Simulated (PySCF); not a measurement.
An unknown is described by computed data only.

Formula: C4H11BOSi.

- Dipole: 1.70 D [CAM-B3LYP/def2-SVPD]
- Rotational structure: rotational constants A, B, C: 3.049, 1.304, 1.139 GHz [PBE0-D3(BJ)/def2-SVP]
- NMR, other nuclei: isotropic shieldings of nuclei other than C and H, by class: -6 (1 B), 223 (1 O), 379 (1 Si) ppm [GIAO PBE0/pcSseg-1]
- 13C NMR: chemical shifts (computed TMS as zero) by class: 160.3 (1 C), 92.7 (1 C), 21.7 (2 C) ppm [GIAO PBE0/pcSseg-1]
- Polarisability: 94.0 au [CAM-B3LYP/def2-SVPD]
- Triplet: lowest triplet excitation (Tamm–Dancoff): 3.82 eV [TDA CAM-B3LYP/def2-SVPD]
- UV, strongest line: among the 10 lowest singlet transitions: S6 at 6.82 eV (182 nm, f = 0.166) [TDDFT CAM-B3LYP/def2-SVPD]
- 1H NMR: chemical shifts (computed TMS as zero) by class: 6.82 (1 H), 5.09 (2 H), 4.06 (1 H), 3.93 (1 H), 1.40 (6 H) ppm [GIAO PBE0/pcSseg-1]
- Valence photoelectron: vertical ionisation energy: 8.82 eV [ΔSCF CAM-B3LYP/def2-SVPD]

Electronic properties: PySCF, gas phase, density fitting. Levels stand in brackets. One conformer (not necessarily the lowest) at the PBE0-D3(BJ)/def2-SVP geometry, without solvent, vibrations or thermal averaging. NMR values are class means; diastereotopic atoms form classes of their own.

Task: Give a SMILES that accounts for the data.

Result: Numbering: `[CH2:1]=[CH:2][O:3][SiH2:4][B:5]([CH3:6])[CH3:7]`. 4 carbons fall into 3 classes; from least to most shielded: vinylic carbon bearing oxygen [C2] (160.3 ppm), terminal =CH2 carbon [C1] (92.7 ppm), sp3 carbon bound to boron [C6/C7] (21.7 ppm, 2 C). Hydrogen classes from least to most shielded: 1 H on a vinylic carbon bearing oxygen, C2 (6.82 ppm), 2 H on an oxygen-bound silicon, Si4 (5.09 ppm), 1 H on a terminal =CH2 carbon, C1 (4.06 ppm), 1 H on a terminal =CH2 carbon, C1 (3.93 ppm), 6 H on 2 like atoms (sp3 carbon bound to boron), C6/C7 (1.40 ppm, a mean of values up to 1.8 ppm apart in this geometry). The other shieldings belong to: -6 ppm, three-coordinate boron [B5]; 223 ppm, silyl ether oxygen [O3]; 379 ppm, oxygen-bound silicon [Si4]. The first electron is taken from the HOMO, whose largest Löwdin shares are 0.34 on the terminal =CH2 carbon, 0.23 on the silyl ether oxygen, 0.21 on the vinylic carbon bearing oxygen and 0.04 on the oxygen-bound silicon. The optimised geometry has point group C1 and is an asymmetric top. Structure: `B(C)([SiH2]OC=C)C`. Computed isomers that give other values at the same levels: `[SiH3]O[C@H]1BCCC1` (rotational constant A: 5.755 GHz; this holds for the one conformer computed). The assignments are read from this structure; whether some other isomer fits the data as well wasn't checked.

Conformer computed: `[CH2:1]=[CH:2][O:3][SiH2:4][B:5]([CH3:6])[CH3:7]`: C1–C2–O3–Si4 6°, C2–O3–Si4–B5 65°, O3–Si4–B5–C6 15°.
